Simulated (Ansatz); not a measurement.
Born–Oppenheimer molecular dynamics of ClF4H3NTa (10 atoms, charge 0, multiplicity 1). It starts at the highest image of a converged band, a first-order saddle point between two minima.

Computed with RKS PBE-D4/def2-SVP (Ansatz).

| Property | Result |
| --- | --- |
| ensemble | NVE (velocity Verlet) |
| time step | 0.5 fs |
| steps asked | 200 |
| starting velocities drawn for | 100 K |
| seed | 5497 |

First frame:

```xyz
10
Properties=species:S:1:pos:R:3
Ta 0.046 -0.327 0.120
F 1.993 0.380 0.458
F -0.316 -0.182 1.975
F 0.546 -0.828 -1.638
F -0.628 1.363 -0.343
N -1.470 -1.569 -0.020
H -2.061 -1.856 0.769
H -1.674 -2.141 -0.848
Cl 1.780 -2.204 0.869
H 2.301 -0.814 0.745
```

Q: How far do the bonds stretch over the last three quarters of this one trajectory? (Pairs bonded in most of those frames.)

A: 
```csv
bond,mean (Å),spread (Å),shortest,longest
Ta1–F2,2.011,0.044,1.95,2.07
Ta1–F3,1.901,0.005,1.89,1.91
Ta1–F4,1.896,0.008,1.89,1.91
Ta1–F5,1.872,0.009,1.86,1.89
Ta1–N6,1.988,0.018,1.95,2.01
Ta1–Cl9,2.736,0.092,2.64,2.93
N6–H7,1.027,0.014,1.01,1.05
N6–H8,1.027,0.013,1.00,1.05
Cl9–H10,1.368,0.045,1.31,1.48
```

Pairs bonded in part of these frames only: Ta1–H10 50 %.

Mean temperature of the second half: 114 K. The conserved energy stayed within 0.055 meV per atom of its start (net change 0.034 meV per atom), so the integration is sound. A run of 0.1 ps of so small a system gives no equilibrium averages. The orbitals stay closed-shell, which can raise the energy where a bond breaks towards radicals; this wasn't checked here.

Run time: 5.4 min on 4 threads of Arm Neoverse V2 (shared host), peak memory 0.2 GiB.
